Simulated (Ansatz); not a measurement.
**Correcting a cheap level on S-containing molecules**

The vertical ionisation energy (cation less neutral) in eV of 6 S-containing molecules: x at B2PLYP/def2-TZVPP, y at CCSD(T)/def2-TZVPP. Shapes, held fixed at every level: PBE0-D4/def2-TZVP. Flexible molecules stand in one conformer, not always the lowest. Programs: Ansatz 0.2.0.

```
                               molecule  x (eV)  y (eV)
         C4H6S3 (1,3-dithiane-2-thione)    8.14    8.18
               C3H6S3 (1,3,5-trithiane)    8.54       ?
                       C3H6S (thietane)    8.55    8.61
C5H8OS (dihydro-2H-thiopyran-3(4H)-one)    8.59    8.70
           C5H12S (neopentyl mercaptan)    8.96    9.04
            C5H8O2S (2-methylsulfolene)   10.16   10.34
```

Problem. Fit y = c + s·x to the known rows and predict y for C3H6S3.

Solution. 
1. Means of the 5 rows: x = 8.8800, y = 8.974.
2. Σ(Δx)² = 2.3854, Σ(Δx·Δy) = 2.5409, so the slope is 2.5409/2.3854 = 1.0652.
3. Intercept: 8.974 − (1.0652) × 8.8800 = -0.485. The largest residual of the fit is 0.035.
4. C3H6S3: -0.485 + 1.0652 × 8.54 = 8.61 eV.

CCSD(T)/def2-TZVPP gives 8.63 eV, so the prediction is off by -0.02 eV, within the largest residual. Uncorrected, B2PLYP/def2-TZVPP misses C3H6S3 by -0.09 eV, and the other rows by 0.09 on average. The line removes about 75 % of this miss. Left out in turn, the other rows are missed by 0.02 eV on average, so much of the error is systematic among these molecules. Cations run unrestricted.
